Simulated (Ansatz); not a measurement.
W5O21H12⁺. Charge 1, multiplicity 2. Geometry PBE-D4/def2-SVP, that of the neutral singlet; atoms count from 1.

| atom | x (Å) | y (Å) | z (Å) |
| --- | --- | --- | --- |
| W1 | -0.9836 | 0.3782 | -0.0768 |
| W2 | 1.5931 | -0.5747 | -2.5121 |
| W3 | 2.0401 | 0.6468 | 2.1288 |
| W4 | -3.7194 | -0.4212 | -2.5040 |
| W5 | -0.9937 | 0.6124 | 3.3964 |
| O6 | 2.6207 | 0.5590 | -1.3770 |
| O7 | 2.9533 | -1.8590 | -2.7566 |
| O8 | 2.7941 | 0.4939 | 3.8861 |
| O9 | 2.5555 | -0.8941 | 1.4671 |
| O10 | 0.1255 | 0.3149 | -1.6409 |
| O11 | -2.1529 | -0.7845 | -3.2340 |
| O12 | -4.3262 | 1.3751 | -2.7637 |
| O13 | 0.2264 | -1.5683 | -3.2825 |
| O14 | 1.9257 | 0.4695 | -4.0382 |
| O15 | 1.3955 | -1.9349 | -0.6790 |
| O16 | 0.6987 | 2.0536 | 3.0256 |
| O17 | -1.0683 | 1.8731 | 4.8629 |
| O18 | 0.4312 | -0.4763 | 3.1154 |
| O19 | 0.7799 | 0.9554 | 0.7383 |
| O20 | 3.3581 | 1.8547 | 1.5315 |
| O21 | -3.9423 | -1.3549 | -0.8746 |
| O22 | -4.8666 | -1.2368 | -3.4927 |
| O23 | -2.3774 | 0.9961 | -0.9581 |
| O24 | -2.1518 | -0.4653 | 4.0822 |
| O25 | -1.2509 | -1.3424 | 0.1143 |
| O26 | -1.6663 | 0.9871 | 1.7014 |
| H27 | 2.1652 | 1.1260 | -0.7095 |
| H28 | 3.0556 | -2.6595 | -2.2069 |
| H29 | 2.4995 | -0.1708 | 4.5355 |
| H30 | 1.8953 | -1.6210 | 0.1491 |
| H31 | -5.0785 | 1.5076 | -3.3713 |
| H32 | -0.7942 | -1.3257 | -3.2824 |
| H33 | 1.4717 | 0.2850 | -4.8839 |
| H34 | 0.4631 | -2.0828 | -0.3759 |
| H35 | 0.9810 | 2.4966 | 3.8498 |
| H36 | -1.7521 | 1.6735 | 5.5326 |
| H37 | 4.2503 | 1.6389 | 1.2035 |
| H38 | -3.1550 | -1.5252 | -0.3008 |

In the def2 sets W takes a core potential; there is no spin–orbit coupling. Single mean-field runs in def2-TZVP are fitted with def2-universal-jkfit.

(1) Estimate the Mulliken populations of the heavy atoms from the PBE0/def2-TZVP orbitals of Ansatz.

(2) Where does the spin sit?

(3) And the Mayer bond orders between bonded heavy atoms (over 0.3)?

## Answers

(1) 
```
atom  charge (e)  spin (α − β)  d electrons
  W1        1.57         -0.06         3.33
  W2        1.51         -0.04         3.17
  W3        1.51         -0.06         3.20
  W4        1.56         -0.12         3.39
  W5        1.51         -0.02         3.39
  O6       -0.51          0.04            –
  O7       -0.50         -0.01            –
  O8       -0.55          0.00            –
  O9       -0.47          0.09            –
 O10       -0.52          0.28            –
 O11       -0.53          0.23            –
 O12       -0.58          0.01            –
 O13       -0.49          0.06            –
 O14       -0.49          0.00            –
 O15       -0.62          0.00            –
 O16       -0.72          0.05            –
 O17       -0.61          0.01            –
 O18       -0.58          0.03            –
 O19       -0.67          0.21            –
 O20       -0.55          0.00            –
 O21       -0.55          0.00            –
 O22       -0.34          0.21            –
 O23       -0.51          0.02            –
 O24       -0.39          0.02            –
 O25       -0.56          0.01            –
 O26       -0.61          0.01            –
```
Mulliken values and Mayer orders depend strongly on the basis.

(2) Summed by element: W -0.29, O 1.30, H 0.00, of 1 unpaired in all. Largest on single atoms: O10 0.28, O11 0.23, O19 0.21.

(3) W1–O10 0.87 (1.92 Å); W1–O19 0.65 (2.03 Å); W1–O23 1.79 (1.76 Å); W1–O25 1.88 (1.75 Å); W1–O26 0.80 (2.00 Å); W2–O6 1.19 (1.91 Å); W2–O7 1.26 (1.89 Å); W2–O10 0.88 (1.92 Å); W2–O13 1.38 (1.86 Å); W2–O14 1.27 (1.88 Å); W2–O15 0.36 (2.29 Å); W3–O8 1.18 (1.92 Å); W3–O9 1.92 (1.75 Å); W3–O16 0.55 (2.14 Å); W3–O18 0.50 (2.20 Å); W3–O19 0.95 (1.90 Å); W3–O20 1.19 (1.88 Å); W4–O11 1.57 (1.77 Å); W4–O12 1.12 (1.91 Å); W4–O21 1.16 (1.89 Å); W4–O22 2.05 (1.72 Å); W5–O16 0.35 (2.25 Å); W5–O17 1.08 (1.94 Å); W5–O18 1.44 (1.82 Å); W5–O24 2.15 (1.72 Å); W5–O26 1.12 (1.86 Å).
